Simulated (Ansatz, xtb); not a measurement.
# Ranking isomers of ClGeH6NSi2

6 gas-phase structures of ClGeH6NSi2, from a drawn sample of its isomers (lower ones may exist). Each was relaxed with GFN2-xTB; where two conformers were screened, the lower at r2SCAN-D4/def2-SVP is listed:

A. `[SiH3]N[SiH2][Ge][Cl]`, a singlet
B. a singlet given by its coordinates
C. `[SiH3][SiH2][NH][Ge][Cl]`, a singlet
D. a singlet given by its coordinates
E. `[SiH3][N]([SiH3])[Ge][Cl]`, a singlet
F. `[SiH3][N]([GeH])[SiH2]Cl`, a singlet

B (Å):

```xyz
11

Cl    2.7814   -3.6504   -2.3791
Ge    0.6988   -0.2533   -1.8926
N     1.2312   -1.5925   -0.7301
Si    2.0280   -1.3558    0.8128
Si    1.0890   -3.1883   -1.4016
H     1.6465   -2.4849    1.6678
H     3.4778   -1.3395    0.5929
H     1.5259   -0.0969    1.3533
H     1.1657    0.9800   -0.8986
H     0.8866   -4.1582   -0.3338
H    -0.0030   -3.1702   -2.3742
```

Close contacts (Å): Cl1–Si5 2.01, Ge2–N3 1.85, Ge2–Si5 3.00, N3–Si4 1.75, N3–Si5 1.74, Ge2–H9 1.65, Si4–H6 1.47, Si4–H7 1.47, Si4–H8 1.46, Si5–H10 1.46, Si5–H11 1.46.

D (Å):

| atom | x (Å) | y (Å) | z (Å) |
| --- | --- | --- | --- |
| Cl | -2.3845 | -3.3592 | 1.5191 |
| Ge | -0.4206 | -3.0531 | 0.0422 |
| N | -0.4907 | -1.3130 | 1.0660 |
| Si | 0.6258 | -0.0093 | 0.8455 |
| Si | -1.9176 | -1.3313 | 1.9611 |
| H | 0.9174 | 0.5475 | 2.1712 |
| H | 1.8137 | -0.6032 | 0.2229 |
| H | 0.0471 | 1.0309 | -0.0140 |
| H | -1.5022 | -2.4944 | -1.0825 |
| H | -1.7810 | -1.3284 | 3.4131 |
| H | -3.0890 | -0.6011 | 1.4845 |

Close contacts (Å): Cl1–Ge2 2.48, Cl1–Si5 2.13, Ge2–N3 2.02, N3–Si4 1.73, N3–Si5 1.68, Ge2–H9 1.66, Si4–H6 1.47, Si4–H7 1.47, Si4–H8 1.47, Si5–H10 1.46, Si5–H11 1.46.

Problem. Which do you expect lowest at r2SCAN-D4/def2-SVP, and how would the others follow?

Solution. Calculated order at r2SCAN-D4/def2-SVP: E (0.0), F (7.6), C (7.7), B (9.1), D (19.2), A (21.2) kcal/mol. Less than 1 kcal/mol parts F and C, so the order within that pair means little.

Energies above the lowest of each column, in kcal/mol; the last columns are at PBE0-D4/def2-SVP geometries and were run for some of them only (a dash: not run or not comparable):

| structure | GFN2-xTB | HF/STO-3G | r2SCAN-D4/def2-SVP | PBE0-D4/def2-SVP | CCSD(T)/def2-SVP + ΔMP2/def2-TZVPP |
| --- | --- | --- | --- | --- | --- |
| E | 0.0 | 1.1 | 0.0 | 0.0 | 0.0 |
| F | 19.3 | 21.8 | 7.6 | 8.5 | 7.0 |
| C | 22.7 | 0.0 | 7.7 | 7.9 | 13.9 |
| B | 20.4 | 20.0 | 9.1 | – | – |
| D | 14.6 | 38.2 | 19.2 | – | – |
| A | 24.0 | 31.2 | 21.2 | – | – |

CCSD(T)/def2-SVP + ΔMP2/def2-TZVPP puts E lowest of those it was run on; HF/STO-3G picks C. Some further structures that were screened fall inside this span and aren't listed. Flexible structures stand in one conformer each, not always the lowest. Frequencies (GFN2-xTB) were run for C, E, F alone. ΔMP2 is the change of the MP2 energy from the smaller to the larger basis.

Over these structures GFN2-xTB departs from r2SCAN-D4/def2-SVP by 6.7 kcal/mol on average once a common shift is removed. A GFN2-xTB relaxation took about 0.24 s and the r2SCAN-D4/def2-SVP energy about 4.1 s on a shared host (Ansatz 0.2.0, xtb 6.7.1).
